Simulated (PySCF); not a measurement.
## From a log to its input

A PySCF 2.14 run on the atoms As 0 0 0; H 0 0 1.719 (angstrom) printed this (some set-up lines and the per-cycle HOMO/LUMO lines with their warnings removed):

```
PySCF version 2.14.0


nuclear repulsion = 1.53920072984293
point group symmetry = Coov
symmetry origin: [0.         0.         0.09554233]
symmetry axis x: [1. 0. 0.]
symmetry axis y: [0. 1. 0.]
symmetry axis z: [0. 0. 1.]
num. orbitals of irrep A1 = 6
num. orbitals of irrep E1x = 2
num. orbitals of irrep E1y = 2
number of shells = 6
number of NR pGTOs = 16
number of NR cGTOs = 10
basis = lanl2dz
ecp = {'As': 'lanl2dz'}

******** <class 'pyscf.df.df_jk.DFSymAdaptedROKS'> ********
method = DFSymAdaptedROKS
initial guess = minao
damping factor = 0
level_shift factor = 0
DIIS = <class 'pyscf.scf.diis.CDIIS'>
SCF conv_tol = 1e-09
SCF max_cycles = 50
num. doubly occ = 2  num. singly occ = 2
XC functionals = olyp

grids dens level: 3
Freeze 0 electrons in irreps []
    6 free electrons in irreps A1 E1x E1y
tot grids = 30232
init E= 4.70005302879594
cycle= 1 E= -6.48751158167225  delta_E= -11.2  |g|= 0.437  |ddm|= 2.33
cycle= 2 E= -6.52781831290494  delta_E= -0.0403  |g|= 0.414  |ddm|= 1.19
cycle= 3 E= -6.65185532982337  delta_E= -0.124  |g|= 0.0606  |ddm|= 0.57
cycle= 4 E= -6.65422444560827  delta_E= -0.00237  |g|= 0.00411  |ddm|= 0.107
cycle= 5 E= -6.65423759785294  delta_E= -1.32e-05  |g|= 0.000133  |ddm|= 0.0069
cycle= 6 E= -6.65423761177904  delta_E= -1.39e-08  |g|= 1.23e-05  |ddm|= 0.000295
cycle= 7 E= -6.65423761188076  delta_E= -1.02e-10  |g|= 2.06e-06  |ddm|= 1.92e-05
Extra cycle  E= -6.65423761187851  delta_E= 2.25e-12  |g|= 2.86e-06  |ddm|= 6.75e-06
converged SCF energy = -6.65423761187851
 ** Mulliken pop  **
pop of  0 As 4s           0.41728
pop of  0 As 5s           1.56525
pop of  0 As 4px          0.50497
pop of  0 As 4py          0.50497
pop of  0 As 4pz          0.56019
pop of  0 As 5px          0.49503
pop of  0 As 5py          0.49503
pop of  0 As 5pz          0.42214
pop of  1 H 1s            0.43926
pop of  1 H 2s            0.59589
 ** Mulliken atomic charges  **
charge of    0As =      0.03515
charge of    1H =     -0.03515
Dipole moment(X, Y, Z, Debye):  0.00000,  0.00000,  0.11989
orbital energies (hartree): [-0.5117 -0.2813 -0.173  -0.173  -0.0115  0.3463  0.3503]
```

Question: Write the input that gave this log.

Answer: The input was:

```python
from pyscf import gto, dft

mol = gto.M(
    atom='As 0 0 0; H 0 0 1.719',
    basis='lanl2dz',
    ecp={'As': 'lanl2dz'},
    charge=0,
    spin=2,
    symmetry=True,
    verbose=4,
)
mf = dft.ROKS(mol, xc='olyp')
mf = mf.density_fit(auxbasis='def2-universal-jkfit')
mf.kernel()
mf.mulliken_pop()
mf.dip_moment()
print('orbital energies (hartree):', mf.mo_energy[..., max(0, mol.nelec[1]-3):mol.nelec[0]+3].round(4))
```

The bond length is a typed value, not an optimised one. No search for the lowest solution was made.
